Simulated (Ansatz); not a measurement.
Basis-set series for AlBr3 (`[Br][Al]([Br])[Br]`). Total charge 0; spin multiplicity 1. All single points use the PBE0-D4/def2-TZVP geometry.

```json
{"functional": "PBE0-D4", "basis": "def2-SVP", "functions": "114", "energy (Eh)": "-7963.09245", "HOMO (eV)": "-8.55", "LUMO (eV)": "-1.42"}
{"functional": "PBE0-D4", "basis": "def2-TZVPP", "functions": "186", "energy (Eh)": "-7964.11411", "HOMO (eV)": "-8.64", "LUMO (eV)": "-1.56"}
{"functional": "ωB97M-V", "basis": "def2-SVP", "functions": "114", "energy (Eh)": "-7963.65946", "HOMO (eV)": "-10.70", "LUMO (eV)": "0.34"}
{"functional": "ωB97M-V", "basis": "def2-TZVPP", "functions": "186", "energy (Eh)": "-7964.67493", "HOMO (eV)": "-10.82", "LUMO (eV)": "0.19"}
```

Question: Give the rows for def2-QZVPP. (An estimate is asked.)

Answer: Ansatz gave: 
| functional | basis | functions | energy (Eh) | HOMO (eV) | LUMO (eV) |
| --- | --- | --- | --- | --- | --- |
| PBE0-D4 | def2-QZVPP | 337 | -7964.27909 | -8.65 | -1.62 |
| ωB97M-V | def2-QZVPP | 337 | -7964.83382 | -10.84 | 0.01 |

Positive LUMOs are unbound and depend on the basis. Scalar relativity is left out up to krypton.
